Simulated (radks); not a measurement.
Results of a calculation; reference values are marked as such.
The silicon ion Si2+ inside a hard spherical wall (all orbitals vanish at R), configuration held at [Ne] 3s2 and not refilled when levels cross. Level of theory: scalar-relativistic Kohn-Sham, PBE, spin-polarised, spherical densities, point nucleus (a radial shooting solver on a logarithmic mesh with Libxc functionals). Eigenvalues in eV for spin up, with the zero of energy where the potential of the charges vanishes at infinity; a dash marks a level that is unbound or too diffuse for the functional's potential to be trusted. A positive occupied level is held by the wall or, in an anion where self-interaction has pushed it up, behind a barrier. The pressure on the wall is -dE/dV.

| R (bohr) | E (hartree) | kinetic (hartree) | e(1s) | e(2s) | e(2p) | e(3s) | e(3p, empty) | e(3d, empty) | pressure (GPa) |
|---|---|---|---|---|---|---|---|---|---|
| free | -288.96468 | 289.723 | -1807.8 | -160.80 | -116.91 | -28.536 | -20.504 | -10.699 | 0 |
| 20 | -288.96468 | 289.723 | -1807.8 | -160.80 | -116.91 | -28.536 | -20.504 | -10.699 | < 0.0001 |
| 15 | -288.96468 | 289.723 | -1807.8 | -160.80 | -116.91 | -28.536 | -20.504 | -10.699 | < 0.0001 |
| 12 | -288.96468 | 289.723 | -1807.8 | -160.80 | -116.91 | -28.536 | -20.504 | -10.699 | < 0.0001 |
| 8 | -288.96467 | 289.723 | -1807.8 | -160.80 | -116.91 | -28.536 | -20.503 | -10.656 | 0.000429 |
| 7 | -288.96462 | 289.724 | -1807.8 | -160.80 | -116.91 | -28.533 | -20.495 | -10.555 | 0.00656 |
| 5 | -288.95863 | 289.783 | -1807.6 | -160.56 | -116.67 | -28.330 | -20.109 | -9.286 | 1.25 |
| 4 | -288.91429 | 290.082 | -1806.4 | -159.55 | -115.65 | -27.250 | -18.450 | -6.380 | 15.0 |
| 3.5 | -288.82729 | 290.532 | -1804.9 | -158.25 | -114.34 | -25.480 | -16.029 | -3.086 | 51.9 |
| 2.5 | -287.98632 | 293.618 | -1797.1 | -151.90 | -107.92 | -11.306 | 0.739 | 14.287 | 732 |
| 1.5 | -279.94524 | 316.151 | -1758.2 | -126.25 | -80.683 | 100.35 | 109.52 | 94.300 | 24600 |
